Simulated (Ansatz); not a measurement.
The same path of BFH₆SiSn (10 atoms, charge 0, multiplicity 1) was run twice with different band settings. Lost on the way: Si2–H5. Made: B3–H5.

Computed with RKS PBE0-D4/def2-SVP in Ansatz.

Relaxed end points:

```xyz
10
Properties=species:S:1:pos:R:3
F -2.135 0.799 -0.113
Si -0.811 1.390 -0.870
B 0.794 0.287 -0.422
Sn 0.592 -1.465 0.981
H -1.092 1.373 -2.339
H -0.630 2.804 -0.417
H 1.867 0.567 -0.904
H -0.507 -2.600 0.312
H -0.066 -0.935 2.473
H 2.071 -2.273 1.301
```

```xyz
10
Properties=species:S:1:pos:R:3
F -2.085 1.717 0.207
Si -0.519 1.514 -0.156
B 0.175 0.232 -1.333
Sn 0.314 -1.124 0.701
H -0.550 -0.418 -2.045
H 0.218 2.346 0.837
H 1.366 0.344 -1.524
H 0.313 -2.643 -0.081
H -0.948 -1.130 1.871
H 1.799 -0.888 1.525
```

Common settings: climbing image yes; spring 5.0 eV/Å²; optimiser quadratic models (default); start path through a guess of the saddle point; force threshold 0.05 eV/Å; end points relaxed.

| run | movable images | iteration limit |
| --- | --- | --- |
| 1 | 9 | 59 |
| 2 | 1 | 60 |

**Question.** What does each run give, and how far can it be trusted?

**Answer.** Run 1: converged after 22 iterations, highest image 0.214 eV above the first end. The profile has 2 maxima (images 5, 7) with wells between them (image 6): this band takes more than one step, which may be the mechanism or a detour left from its start path. A vibrational analysis at the climbing image gives one clearly imaginary mode, 430i cm⁻¹: a first-order saddle point.
Run 2: converged after 17 iterations, highest image 0.215 eV above the first end. Another band between the same ends (9 images) ends at a top of the same energy, where a vibrational analysis finds 1 clearly imaginary mode. So few images can step over the top or miss a turn of the path.
The orbitals stay closed-shell, which can raise the energy where a bond breaks towards radicals; this wasn't checked here.
